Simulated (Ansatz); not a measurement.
`O[Si]1(F)C=N1` at its PBE0-D4/def2-TZVP geometry, where that method's forces vanish. Charge 0, multiplicity 1.

```
atom   x (Å)   y (Å)   z (Å)
  O1  -1.755  -0.111   0.256
 Si2  -0.302  -0.068  -0.452
  F3  -0.610  -0.057  -1.997
  C4   1.238   0.395   0.223
  N5   1.093  -0.902   0.151
  H6  -1.775  -0.185   1.212
  H7   2.111   0.927   0.608
```

(1) For each bond, give half the difference of the two atoms' forces along it (eV/Å; positive pushes the atoms apart) under PBE-D4, r2SCAN-D4, B3LYP-D4, ωB97M-V in def2-TZVPP. (Estimate.)

## Answers

(1) Ansatz gave: 
```tsv
bond	length (Å)	PBE-D4	r2SCAN-D4	B3LYP-D4	ωB97M-V
O1–Si2	1.617	0.19	0.03	0.08	0.09
O1–H6	0.959	0.29	0.00	-0.03	-0.06
Si2–F3	1.575	0.42	0.03	0.14	0.14
Si2–C4	1.743	0.11	0.06	0.08	0.01
Si2–N5	1.733	0.41	0.16	0.04	-0.10
C4–N5	1.306	0.76	0.33	0.16	0.12
C4–H7	1.093	-0.08	-0.06	-0.15	-0.16
```

B3LYP here is the variant with VWN-RPA as its local correlation; programs differ in this.
